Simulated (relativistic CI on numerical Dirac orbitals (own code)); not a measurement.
Spin-allowed bands of a d8 ion in an octahedral site, by hand

Problem. A d8 ion in an octahedral site has a 3A2 ground term and spin-allowed bands at ν1 = 9570 and ν2 = 15588 cm⁻¹ (from a computed ligand-field model). Find Δ and the Racah parameter B, and predict the third band.

Working.
1. The F term splits into A2 (−1.2Δ), T2 (−0.2Δ) and T1 (+0.6Δ), so ν1 = E(T2) − E(A2) = Δ = 9570 cm⁻¹.
2. T1(F) mixes with T1(P), which lies at 15B, through an element 0.4Δ. The two roots, counted from A2, are ν2,3 = ½(15B + 3Δ) ∓ ½√[(15B − Δ)² + 12BΔ].
3. Solving the lower root for B gives B = (2ν1² + ν2² − 3ν1ν2)/(15ν2 − 27ν1) = -21375936/-24570 = 870 cm⁻¹.
4. The sum of the roots is 15B + 3Δ, so ν3 = 15B + 3ν1 − ν2 = 26172 cm⁻¹ (382 nm).

Check. The bands were computed by exact diagonalisation of the d8 shell with B = 870 and Δ = 9570 cm⁻¹, which gives ν3 = 26172 cm⁻¹. C does not enter the terms of highest spin.
